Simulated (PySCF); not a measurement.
## Electron correlation in Cd⁺ (cadmium, charge +1)

[Kr] 4d10 5s1, 2S determinant. All numbers are calculated (PySCF 2.14, the spin-free X2C one-electron Hamiltonian (Gaussian nucleus), in x2c-TZVPPall with one added diffuse shell each of s, p, d, f type (9s7p7d3f1g, 95 functions)). Frozen: [Kr]; 11 electrons correlated.

```tsv
level	correlation energy (mhartree)
CCSD	-367.74
(T)	-11.09
CCSD(T)	-378.83
```

Diagnostics: T1 = 0.0094, D1 = 0.0412, largest double amplitude 0.019.

Cost of the coupled-cluster step: about 14 core-seconds, for 11 correlated electrons.

Iterations:

```
CC2 = 0
CCSD nocc = (np.int64(6), np.int64(5)), nmo = (77, 77)
frozen orbitals [[0, 1, 2, 3, 4, 5, 6, 7, 8, 9, 10, 11, 12, 13, 14, 15, 16, 17], [0, 1, 2, 3, 4, 5, 6, 7, 8, 9, 10, 11, 12, 13, 14, 15, 16, 17]]
max_cycle = 100
direct = 0
conv_tol = 1e-08
conv_tol_normt = 1e-06
diis_space = 8
diis_start_cycle = 0
Init t2, MP2 energy = -0.394604548962885
Init E_corr(UCCSD) = -0.39460454900475
cycle = 1  E_corr(UCCSD) = -0.362421341694829  dE = 0.0321832073  norm(t1,t2) = 0.0451698
cycle = 2  E_corr(UCCSD) = -0.36785175976018  dE = -0.00543041807  norm(t1,t2) = 0.00997668
cycle = 3  E_corr(UCCSD) = -0.367489520405526  dE = 0.000362239355  norm(t1,t2) = 0.00398346
cycle = 4  E_corr(UCCSD) = -0.367721175991347  dE = -0.000231655586  norm(t1,t2) = 0.00125459
cycle = 5  E_corr(UCCSD) = -0.367748063577369  dE = -2.6887586e-05  norm(t1,t2) = 9.84293e-05
cycle = 6  E_corr(UCCSD) = -0.367741527752782  dE = 6.53582459e-06  norm(t1,t2) = 2.85369e-05
cycle = 7  E_corr(UCCSD) = -0.367741962113441  dE = -4.34360658e-07  norm(t1,t2) = 5.67138e-06
cycle = 8  E_corr(UCCSD) = -0.367742139184426  dE = -1.77070986e-07  norm(t1,t2) = 9.89608e-07
cycle = 9  E_corr(UCCSD) = -0.367742142311626  dE = -3.1272e-09  norm(t1,t2) = 1.65878e-07
UCCSD converged
E(UCCSD) = -5591.411871381075  E_corr = -0.3677421423116263
UCCSD(T) correction = -0.0110859856675021
```
